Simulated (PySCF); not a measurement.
PySCF input file for C4H7O, SMILES O=C([CH2])CC, multiplicity 2, PBE-D3(BJ)/def2-SVP. Coordinates come from a PBE-D3(BJ)/def2-SVP optimisation. The isomer is the one that the SMILES or the coordinates give; other isomers of the formula were not compared. The values are those of a single conformer.

```python
import numpy as np
from pyscf import gto, scf, dft, df
from pyscf.hessian import thermo

mol = gto.M(
    atom='''
    C     0.55523456   -1.88124082    0.00000000
    C    -0.10893552   -0.59324920   -0.00000000
    O    -1.34847064   -0.51843664   -0.00000000
    C     0.76766096    0.66078232   -0.00000000
    C    -0.03559195    1.95459197   -0.00000000
    H     1.65283050   -1.97680965    0.00000000
    H    -0.06748925   -2.78870360    0.00000000
    H     1.44653559    0.60367663    0.88112734
    H     1.44653559    0.60367663   -0.88112734
    H     0.62925801    2.84033103   -0.00000000
    H    -0.69505680    2.01000821   -0.88835284
    H    -0.69505680    2.01000820    0.88835285
    ''',
    basis='def2-SVP',
    charge=0,
    spin=1,
    max_memory=1600,
    verbose=3,
)
mf = dft.UKS(mol, xc='pbe').density_fit(auxbasis='def2-universal-jkfit')
mf.disp = 'd3bj'
mf.grids.level = 3
mf.conv_tol = 1e-11
mf.max_cycle = 100
mf.kernel()
fine, coarse = mf.grids, dft.Grids(mol).set(level=1).build(with_non0tab=True)
for _ in range(3):  # follow internal instabilities
    mf.grids = coarse
    mo, _, stable, _ = mf.stability(return_status=True, nroots=4)
    mf.grids = fine
    if stable:
        break
    mf.kernel(mf.make_rdm1(mo, mf.mo_occ))

# [left out here: the lines that compute and print the analytic Hessian (its translational invariance restored by hand, since the grid's response is missing), thermochemistry and intensities]
```

Program output:

```

WARN: HOMO -0.251255631226825 >= LUMO -0.251255631226825

converged SCF energy = -231.350330304827  <S^2> = 0.75746128  2S+1 = 2.0074474
<class 'pyscf.df.df_jk.DFUKS'> wavefunction is stable in the internal stability analysis

WARN: DFTD3 does not support analytical Hessian, using finite difference


WARN: Mole.unit (angstrom) is changed to Bohr

Mode                                 0                   1                   2
Irrep
Freq [cm^-1]                       61.1631            199.2346            245.2016
Reduced mass [au]                   1.9084              1.1397              3.0771
Force const [Dyne/A]                0.0042              0.0267              0.1090
Char temp [K]                      88.0001            286.6542            352.7905
Normal mode                   x     y     z       x     y     z       x     y     z
       0   C                -0.00 -0.00  0.11   -0.00 -0.00  0.04    0.06  0.05  0.00
       1   C                 0.00 -0.00 -0.03    0.00  0.00 -0.03   -0.07 -0.01 -0.00
       2   O                 0.00  0.00 -0.08    0.00  0.00  0.02   -0.07 -0.11 -0.00
       3   C                 0.00  0.00 -0.10    0.00  0.00 -0.08   -0.06 -0.01 -0.00
       4   C                -0.00 -0.00  0.10   -0.00 -0.00  0.03    0.11  0.09  0.00
       5   H                -0.00 -0.00  0.18   -0.00 -0.00  0.01    0.07  0.18  0.00
       6   H                -0.00  0.00  0.14   -0.00  0.00  0.14    0.17 -0.03  0.00
       7   H                 0.18 -0.04 -0.24    0.05 -0.03 -0.12   -0.06 -0.07 -0.01
       8   H                -0.18  0.04 -0.24   -0.05  0.03 -0.12   -0.06 -0.07  0.01
       9   H                -0.00  0.00 -0.05   -0.00  0.00  0.57    0.26 -0.01  0.00
      10   H                -0.22  0.00  0.27    0.33  0.31 -0.20    0.13  0.21 -0.01
      11   H                 0.22 -0.00  0.27   -0.33 -0.31 -0.20    0.13  0.21  0.01
Mode                                 3                   4                   5
Irrep
Freq [cm^-1]                      327.2688            397.2192            470.8110
Reduced mass [au]                   1.0496              2.6180              1.9133
Force const [Dyne/A]                0.0662              0.2434              0.2499
Char temp [K]                     470.8670            571.5100            677.3922
Normal mode                   x     y     z       x     y     z       x     y     z
       0   C                -0.00 -0.00 -0.02   -0.08 -0.09 -0.00    0.00  0.00 -0.01
       1   C                 0.00 -0.00 -0.01    0.06 -0.01  0.00   -0.00 -0.00  0.19
       2   O                 0.00 -0.00  0.04    0.06 -0.09 -0.00   -0.00  0.00 -0.06
       3   C                -0.00  0.00 -0.02   -0.02  0.08  0.00   -0.00 -0.00  0.02
       4   C                 0.00  0.00 -0.01   -0.01  0.12 -0.00    0.00 -0.00 -0.02
       5   H                -0.00 -0.00  0.77   -0.10 -0.36 -0.00    0.00  0.00 -0.23
       6   H                -0.00  0.00 -0.59   -0.31  0.07 -0.00    0.00 -0.00 -0.36
       7   H                 0.03  0.01 -0.04   -0.01  0.12 -0.00    0.29  0.11 -0.20
       8   H                -0.03 -0.01 -0.04   -0.01  0.12  0.00   -0.29 -0.11 -0.20
       9   H                 0.00  0.00  0.02    0.04  0.08 -0.00    0.00 -0.00  0.03
      10   H                 0.02  0.02 -0.02    0.00  0.16 -0.01    0.07 -0.00 -0.07
      11   H                -0.02 -0.02 -0.02    0.00  0.16  0.01   -0.07  0.00 -0.07
Mode                                 6                   7                   8
Irrep
Freq [cm^-1]                      577.2172            688.9197            757.4704
Reduced mass [au]                   3.7778              1.2835              2.4411
Force const [Dyne/A]                0.7416              0.3589              0.8252
Char temp [K]                     830.4870            991.2020           1089.8312
Normal mode                   x     y     z       x     y     z       x     y     z
       0   C                 0.07 -0.12 -0.00   -0.00 -0.00 -0.12    0.01  0.10 -0.00
       1   C                 0.01 -0.08 -0.00   -0.00 -0.00  0.01    0.06  0.05  0.00
       2   O                 0.03  0.13  0.00   -0.00 -0.00 -0.01    0.07  0.00 -0.00
       3   C                -0.10 -0.03  0.00    0.00  0.00  0.07   -0.14 -0.08 -0.00
       4   C                -0.03  0.06  0.00    0.00 -0.00  0.01   -0.01 -0.07 -0.00
       5   H                 0.08 -0.01  0.00    0.00  0.00  0.39   -0.02 -0.16  0.00
       6   H                 0.19 -0.21  0.00    0.00 -0.00  0.58   -0.25  0.28  0.00
       7   H                -0.09  0.02 -0.01    0.27  0.01 -0.14   -0.12 -0.09 -0.01
       8   H                -0.09  0.02  0.01   -0.27 -0.01 -0.14   -0.12 -0.09  0.01
       9   H                 0.14 -0.07  0.00    0.00 -0.00 -0.07    0.24 -0.26  0.00
      10   H                -0.01  0.19 -0.01    0.11 -0.13 -0.08    0.03  0.10 -0.02
      11   H                -0.01  0.19  0.01   -0.11  0.13 -0.08    0.03  0.10  0.02
[...]
Freq [cm^-1]                     1377.4682           1400.2503           1410.6902
Reduced mass [au]                   1.1477              1.5353              1.0339
Force const [Dyne/A]                1.2830              1.7735              1.2122
Char temp [K]                    1981.8700           2014.6484           2029.6691
Normal mode                   x     y     z       x     y     z       x     y     z
       0   C                 0.00 -0.01 -0.00    0.05 -0.13 -0.00    0.00 -0.00  0.00
       1   C                 0.00 -0.01  0.00   -0.01  0.10  0.00    0.00  0.00 -0.00
       2   O                -0.00  0.00 -0.00   -0.01 -0.01  0.00   -0.00 -0.00  0.00
       3   C                -0.07  0.05  0.00    0.01 -0.05 -0.00    0.00 -0.00 -0.02
       4   C                 0.01 -0.05 -0.00    0.00  0.01  0.00    0.00  0.00 -0.04
       5   H                 0.01  0.10  0.00    0.11  0.56 -0.00    0.00  0.00  0.00
       6   H                -0.07  0.04  0.00   -0.45  0.21  0.00   -0.00  0.00 -0.00
       7   H                 0.46 -0.14 -0.39   -0.02  0.09  0.03   -0.03  0.06 -0.00
       8   H                 0.46 -0.14  0.39   -0.02  0.09 -0.03    0.03 -0.06 -0.00
       9   H                -0.13  0.05  0.00    0.05 -0.03 -0.00    0.00 -0.00  0.69
      10   H                -0.03  0.16  0.04   -0.09 -0.02  0.06   -0.13 -0.47  0.04
      11   H                -0.03  0.16 -0.04   -0.09 -0.02 -0.06    0.13  0.47  0.04
Mode                                21                  22                  23
Irrep
Freq [cm^-1]                     1419.2139           1599.0052           2954.5737
Reduced mass [au]                   1.0733             10.1702              1.0630
Force const [Dyne/A]                1.2737             15.3207              5.4674
Char temp [K]                    2041.9328           2300.6124           4250.9738
Normal mode                   x     y     z       x     y     z       x     y     z
       0   C                 0.01 -0.02 -0.00    0.01  0.01 -0.00    0.00 -0.00 -0.00
       1   C                -0.01  0.03  0.00   -0.23 -0.01  0.00    0.00  0.00 -0.00
       2   O                 0.01 -0.00  0.00    0.15 -0.01  0.00    0.00 -0.00 -0.00
       3   C                -0.02 -0.04 -0.00    0.02  0.00 -0.00   -0.07  0.01  0.00
       4   C                -0.04 -0.01 -0.00   -0.00  0.00  0.00    0.00  0.00 -0.00
       5   H                 0.01  0.06  0.00    0.00 -0.06 -0.00   -0.02  0.00 -0.00
       6   H                -0.04  0.01 -0.00   -0.05  0.05  0.00    0.01  0.01 -0.00
       7   H                 0.02  0.10 -0.02    0.05  0.06 -0.02    0.40 -0.03  0.55
       8   H                 0.02  0.10  0.02    0.05  0.06  0.02    0.40 -0.03 -0.55
       9   H                -0.29  0.20  0.00    0.04 -0.04  0.00   -0.03 -0.03  0.00
      10   H                 0.49  0.02 -0.38   -0.02 -0.02  0.01   -0.01  0.00 -0.01
      11   H                 0.49  0.02  0.38   -0.02 -0.02 -0.01   -0.01  0.00  0.01
Mode                                24                  25                  26
Irrep
Freq [cm^-1]                     2985.6776           2992.9052           3073.2267
Reduced mass [au]                   1.0368              1.1005              1.0526
Force const [Dyne/A]                5.4455              5.8078              5.8573
Char temp [K]                    4295.7253           4306.1243           4421.6889
Normal mode                   x     y     z       x     y     z       x     y     z
       0   C                 0.00  0.00  0.00    0.00  0.00  0.00    0.03 -0.05  0.00
       1   C                -0.00 -0.00 -0.00    0.00  0.00 -0.00   -0.00  0.00 -0.00
       2   O                 0.00 -0.00 -0.00    0.00  0.00 -0.00   -0.00 -0.00  0.00
       3   C                 0.00 -0.00 -0.00   -0.00  0.00 -0.09    0.00 -0.00  0.00
       4   C                -0.03  0.04  0.00    0.00 -0.00  0.01   -0.00 -0.00  0.00
       5   H                -0.00  0.00 -0.00   -0.00  0.00  0.00   -0.74  0.06  0.00
       6   H                -0.00  0.00  0.00    0.00  0.00  0.00    0.36  0.51 -0.00
       7   H                -0.00  0.00 -0.00    0.41 -0.03  0.52   -0.01  0.00 -0.01
       8   H                -0.00  0.00  0.00   -0.41  0.03  0.52   -0.01  0.00  0.01
       9   H                -0.36 -0.46  0.00    0.00  0.00  0.00    0.01  0.02  0.00
      10   H                 0.33 -0.02  0.45   -0.04  0.00 -0.06    0.01 -0.00  0.01
      11   H                 0.33 -0.02 -0.45    0.04 -0.00 -0.06    0.01 -0.00 -0.01
Mode                                27                  28                  29
Irrep
Freq [cm^-1]                     3076.0659           3078.6925           3201.8481
Reduced mass [au]                   1.1026              1.1044              1.1202
Force const [Dyne/A]                6.1470              6.1674              6.7660
Char temp [K]                    4425.7740           4429.5530           4606.7465
Normal mode                   x     y     z       x     y     z       x     y     z
       0   C                 0.00 -0.00 -0.00   -0.00  0.00 -0.00   -0.08 -0.05  0.00
       1   C                 0.00 -0.00 -0.00   -0.00  0.00  0.00   -0.00 -0.00 -0.00
       2   O                -0.00  0.00  0.00    0.00 -0.00  0.00    0.00  0.00  0.00
       3   C                 0.00 -0.00 -0.01   -0.00  0.00 -0.00    0.00  0.00  0.00
       4   C                 0.00  0.00 -0.09   -0.08 -0.05 -0.00   -0.00 -0.00 -0.00
       5   H                -0.00  0.00  0.00    0.02 -0.00  0.00    0.60 -0.05  0.00
       6   H                 0.00  0.00 -0.00   -0.01 -0.02 -0.00    0.40  0.60 -0.00
       7   H                 0.04 -0.01  0.06    0.02 -0.00  0.03    0.00  0.00  0.00
       8   H                -0.04  0.01  0.06    0.02 -0.00 -0.03    0.00  0.00 -0.00
       9   H                -0.00 -0.00 -0.01    0.46  0.60 -0.00    0.00  0.00  0.00
      10   H                 0.40 -0.03  0.53    0.23 -0.03  0.33    0.00 -0.00  0.00
      11   H                -0.40  0.03  0.53    0.23 -0.03 -0.33    0.00 -0.00 -0.00
temperature 298.1500 [K]
pressure 101325.00 [Pa]
Rotational constants [GHz] 9.85311 3.77099 2.82340
Symmetry number 1
Zero-point energy (ZPE) 0.09603 [Eh]   252118.690 [J/mol]
                           tot       elec      trans        rot        vib
Entropy [J/mol/K]       329.589      5.763    161.926    106.818     55.081
Cv [J/mol/K]             91.815      0.000     12.472     12.472     66.872
Cp [J/mol/K]            100.130      0.000     20.786     12.472     66.872
Internal energy [J/mol]                      3718.434   3718.434 261335.839
Internal energy [Eh]   -231.24796  -231.35033
Enthalpy [J/mol]                             6197.391   3718.434 261335.839
Enthalpy [Eh]          -231.24702
Gibbs free energy [J/mol]                  -42080.853 -28129.444 244913.312
Gibbs free energy [Eh] -231.28444
mode   freq/cm-1   IR/(km/mol)
   1       61.16         0.250
   2      199.23         0.069
   3      245.20         5.476
   4      327.27         0.001
   5      397.22         3.895
   6      470.81         2.960
   7      577.22         6.538
   8      688.92         9.149
   9      757.47         9.544
  10      786.63        22.370
  11      936.06         0.359
  12      997.24         3.833
  13     1016.68         0.000
  14     1072.02         2.201
  15     1173.86        43.483
  16     1213.01         0.010
  17     1316.72        15.661
  18     1344.63         9.419
  19     1377.47         9.458
  20     1400.25        30.309
  21     1410.69         7.194
  22     1419.21        10.710
  23     1599.01        63.266
  24     2954.57        14.671
  25     2985.68        15.929
  26     2992.91         7.976
  27     3073.23         2.696
  28     3076.07        12.553
  29     3078.69        14.606
  30     3201.85         1.762
max |gradient| / (hartree/bohr): 5.8104767796998246e-05
APT charges: [-0.0906  0.573  -0.525  -0.0357  0.0351  0.0353  0.0417 -0.0144 -0.0144
 -0.0124  0.0036  0.0036]
```

The run converged.
